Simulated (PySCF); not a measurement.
CH5F3Si2. Atoms are numbered in the order given.

```xyz
11

Si     1.7717    -0.6886    -0.1958
F      2.0746     0.5259     0.8728
C      0.2073    -0.2248    -1.1320
Si    -1.1007     0.5301    -0.0392
F     -2.5739     0.3031    -0.7042
F     -1.1080    -0.2756     1.3818
H      1.5818    -1.9622     0.5690
H      2.9516    -0.7883    -1.1176
H     -0.2142    -1.1385    -1.6059
H      0.4480     0.4903    -1.9475
H     -0.9394     1.9863     0.2300
```

Coordinates come from a PBE-D3(BJ)/def2-SVP optimisation. The structure was generated by enumeration, and PubChem lists no compound with its InChIKey, so it may never have been made. Other conformers were not sampled.

Vertical ionisation energy (IE) and electron affinity (EA) in eV. Rows of orbital energies are one-electron estimates. Where ΔSCF, EOM or ADC give a negative EA the extra electron is unbound and the value depends on the basis.

```tsv
level	IE	EA
−ε(HOMO), −ε(LUMO), ωB97X/def2-TZVP (PySCF)	___	___
−ε(HOMO), −ε(LUMO), PBE/def2-TZVP (PySCF)	7.91	1.11
```

### Question
Some entries are withheld; supply them. (An estimate is asked for; the answer gives what the named calculation found.)

### Answer

- −ε(HOMO), −ε(LUMO), ωB97X/def2-TZVP (PySCF), IE: 11.71
- −ε(HOMO), −ε(LUMO), ωB97X/def2-TZVP (PySCF), EA: -1.87
